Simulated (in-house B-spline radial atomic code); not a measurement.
C4+: 2s2 (with a hole in an inner shell)

Level of theory: Dirac-Kohn-Sham PBE, spherical fractional occupations, Fermi nucleus of rms radius 2.4702 fm; calculated with an all-electron radial atomic-structure program (B-spline basis).

Effective charges: Z_r = [3n² - l(l+1)]/(2<r>) from the radius, Z_e = n√(-2ε) from the energy, and Slater's rules. Values are occupation-weighted means over j.

```
shell  electrons   ε (eV)  <r> (bohr)   Z_r   Z_e  Slater
   2s          2  -92.062       1.036  5.79  5.20    5.65
```

The least bound orbital is 2s1/2 at -92.06 eV, and it is also the most diffuse (<r> = 1.036 bohr).
